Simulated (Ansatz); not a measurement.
Start from `CC1=[N+](C)[AlH2-][N]1C` and change one atom or group to get `C/N=C(\C)N`.

Ansatz, PBE0-D4/def2-TZVP geometries, multiplicity 1. Each molecule was computed in one conformer, which needn't be the lowest.

| property | `CC1=[N+](C)[AlH2-][N]1C` |
| --- | --- |
| HOMO energy (PBE/def2-TZVPP) / eV | -5.18 |
| HOMO–LUMO gap (B3LYP/def2-TZVPP) / eV | 5.94 |
| size of the dipole moment (B3LYP/def2-TZVPP) / D | 4.52 |
| LUMO energy (PBE0/def2-TZVPP) / eV | 0.02 |
| HOMO energy (ωB97M-V/def2-TZVPP) / eV | -8.59 |
| LUMO energy (ωB97M-V/def2-TZVPP) / eV | 1.94 |

Problem. Give the same properties after the change, and the shifts. (An estimate is asked.)

Solution. Computed: 
| property | `C/N=C(\C)N` | shift |
| --- | --- | --- |
| HOMO energy (PBE/def2-TZVPP) / eV | -5.22 | -0.04 |
| HOMO–LUMO gap (B3LYP/def2-TZVPP) / eV | 6.87 | 0.93 |
| size of the dipole moment (B3LYP/def2-TZVPP) / D | 2.46 | -2.06 |
| LUMO energy (PBE0/def2-TZVPP) / eV | 0.94 | 0.92 |
| HOMO energy (ωB97M-V/def2-TZVPP) / eV | -8.71 | -0.12 |
| LUMO energy (ωB97M-V/def2-TZVPP) / eV | 2.41 | 0.47 |

With PBE0 the HOMO falls by 0.09 eV and the LUMO rises by 0.92 eV, so the gap widens by about 1.01 eV. PBE moves the HOMO by -0.04 eV and ωB97M-V by -0.12 eV. Dipoles are sizes alone; their direction can turn.

B3LYP here is the variant with VWN-RPA as its local correlation; programs differ in this.
